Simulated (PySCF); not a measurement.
Molfile (atoms numbered from 1):
```
C8H7F
     RDKit          3D

 16 16  0  0  0  0  0  0  0  0999 V2000
   -1.6043   -1.5410   -0.6302 C   0  0  0  0  0  0  0  0  0  0  0  0
   -1.5142   -0.2824   -0.2375 C   0  0  0  0  0  0  0  0  0  0  0  0
   -2.4778    0.8085    0.0009 C   0  0  0  0  0  0  0  0  0  0  0  0
   -1.5031    1.6747    0.3612 C   0  0  0  0  0  0  0  0  0  0  0  0
   -0.4413    0.6832    0.1628 C   0  0  0  0  0  0  0  0  0  0  0  0
    0.8885    0.6971    0.2980 C   0  0  0  0  0  0  0  0  0  0  0  0
    1.7506   -0.4233    0.0412 C   0  0  0  0  0  0  0  0  0  0  0  0
    3.0695   -0.3615    0.1946 C   0  0  0  0  0  0  0  0  0  0  0  0
    3.8584   -1.4211   -0.0503 F   0  0  0  0  0  0  0  0  0  0  0  0
   -2.5608   -1.9821   -0.8583 H   0  0  0  0  0  0  0  0  0  0  0  0
   -0.7452   -2.1790   -0.7402 H   0  0  0  0  0  0  0  0  0  0  0  0
   -3.5460    0.8689   -0.0852 H   0  0  0  0  0  0  0  0  0  0  0  0
   -1.4851    2.7008    0.6772 H   0  0  0  0  0  0  0  0  0  0  0  0
    1.3682    1.6116    0.6250 H   0  0  0  0  0  0  0  0  0  0  0  0
    1.3005   -1.3461   -0.2883 H   0  0  0  0  0  0  0  0  0  0  0  0
    3.6344    0.5005    0.5176 H   0  0  0  0  0  0  0  0  0  0  0  0
  1  2  2  0
  2  3  1  0
  3  4  2  0
  4  5  1  0
  5  6  2  0
  6  7  1  0
  7  8  2  0
  8  9  1  0
  5  2  1  0
  1 10  1  0
  1 11  1  0
  3 12  1  0
  4 13  1  0
  6 14  1  0
  7 15  1  0
  8 16  1  0
M  END
```

- NMR shieldings at PBE0/pcSseg-1/GIAO
- GFN2-xTB structure
- run in PySCF
- non-relativistic, no solvent, one computed conformer

Chemical shifts δ = σref − σ; $^{13}$C (σref 186.93) against TMS, all at this level.

Do the $^{13}$C shifts follow the atomic charges (in e)? Tabulate both.

Results:


| atoms | hybridisation | δ (ppm) | σ para (ppm) | Hirshfeld | IAO | Mulliken | ESP-fitted |
| --- | --- | --- | --- | --- | --- | --- | --- |
| C8 | sp2 | 163.6 | -227 | +0.04 | +0.14 | +0.26 | +0.06 |
| C4 | sp2 | 155.9 | -219 | -0.03 | -0.14 | -0.04 | -0.25 |
| C2 | sp2 | 155.5 | -222 | -0.01 | +0.02 | -0.25 | +0.19 |
| C3 | sp2 | 153.9 | -221 | -0.04 | -0.14 | -0.05 | -0.21 |
| C5 | sp2 | 149.4 | -211 | -0.01 | +0.00 | -0.07 | +0.14 |
| C7 | sp2 | 117.4 | -187 | -0.07 | -0.19 | -0.18 | -0.22 |
| C6 | sp2 | 114.0 | -183 | -0.06 | -0.17 | -0.05 | -0.32 |
| C1 | sp2 | 103.8 | -174 | -0.11 | -0.34 | -0.03 | -0.58 |

Correlation coefficients of δ with charge over these carbons: Hirshfeld +0.88, IAO +0.81, Mulliken +0.27, ESP-fitted +0.76; with the paramagnetic shielding -1.00. With so few points these coefficients are fragile. Charge is one influence among several: hybridisation and low-lying excitations act through the paramagnetic term.

Shifts are as computed. Against solution values, carbons near 30 ppm lie about +3 ppm off and those near 130 ppm about +5 ppm. Of 1211 compounds with measured shifts, 218 miss one by over three times the rms of a fit or turn the order of signals round; such compounds aren't used in these exercises.
